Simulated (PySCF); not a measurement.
CH6O2Si3.

```xyz
12

O      0.3382     2.4669     0.0685
C      0.5706     1.2992     0.0168
O      1.6519     0.7141     0.6515
Si     1.6316    -0.9743     0.2476
Si    -0.3141    -0.2586    -0.8270
Si    -2.3833    -0.7270     0.1737
H      1.5437    -1.7939     1.4837
H      2.8426    -1.3401    -0.5315
H     -0.3662    -0.1817    -2.3146
H     -3.3819     0.3153    -0.1972
H     -2.1890    -0.7389     1.6515
H     -2.8708    -2.0645    -0.2729
```

Geometry: B3LYP-D3(BJ)/def2-SVP. The structure was generated by enumeration; whether it is a known compound was not checked.

The numbers are results of PySCF with HF/pcSseg-1, not measurements. Non-relativistic, no solvent.

Computed absolute GIAO shielding of each atom: isotropic value and principal components (ppm):
| atom | σ(iso) | σ11 | σ22 | σ33 | span |
|---|---|---|---|---|---|
| O1 | -225.3 | -637.3 | -278.1 | 239.6 | 876.9 |
| C2 | 3.9 | -118.2 | 58.2 | 71.7 | 189.9 |
| O3 | 42.7 | -203.2 | 108.6 | 222.8 | 426.1 |
| Si4 | 410.7 | 370.8 | 402.2 | 459.1 | 88.4 |
| Si5 | 417.5 | 328.7 | 416.5 | 507.2 | 178.5 |
| Si6 | 486.7 | 484.1 | 487.5 | 488.4 | 4.4 |
| H7 | 26.9 | 24.5 | 24.8 | 31.4 | 7.0 |
| H8 | 26.9 | 23.9 | 24.8 | 31.8 | 7.9 |
| H9 | 27.1 | 24.8 | 24.8 | 31.6 | 6.9 |
| H10 | 27.9 | 24.4 | 25.7 | 33.5 | 9.2 |
| H11 | 28.0 | 24.6 | 26.4 | 33.0 | 8.3 |
| H12 | 28.2 | 25.1 | 25.9 | 33.7 | 8.6 |
